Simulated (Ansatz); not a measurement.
Gas-phase electronic energies from Ansatz, PBE0-D4/def2-TZVP geometries. CCSD(T)/CBS is the MP2 limit (def2-TZVPP, def2-QZVPP) plus CCSD(T) − MP2 in def2-TZVPP, frozen cores. This one scheme is used for every species. Functionals use def2-TZVPP. def2 core potentials past Kr. For In outer-core shells are correlated without core-valence functions, which leaves a few kJ/mol of doubt a bond.

Reaction (β-hydride elimination): `C[O][InH2]` → `[InH3]` + `C=O`

CCSD(T)/CBS gives +151.4 kJ/mol.

**Question.** Another level gave +145.8 kJ/mol. Which?
A. PBE-D4/def2-TZVPP
B. revPBE/def2-TZVPP
C. RPA@PBE/def2-TZVPP
D. HF/def2-TZVPP

**Answer.** A. PBE-D4 145.8, HF/def2-TZVPP 107.6, RPA@PBE/def2-TZVPP 127.2, revPBE 121.3 kJ/mol.

Largest T1 diagnostic among the species: 0.017.

Leaving LDA and LC-ωPBE aside and taking each functional with its dispersion term where it has one, the values, not all of them listed here, spread over 20.9 kJ/mol, from BLYP-D4 to r2SCAN0-D4. LDA lies +39.4 kJ/mol from PBE without D4. From BLYP to BHLYP (50 % exact exchange), in def2-TZVPP and without D4, ΔE moves by +15.4 kJ/mol. At CCSD(T), def2-SVP lies −31.2 kJ/mol from the extrapolated value and def2-TZVPP −13.3 kJ/mol.
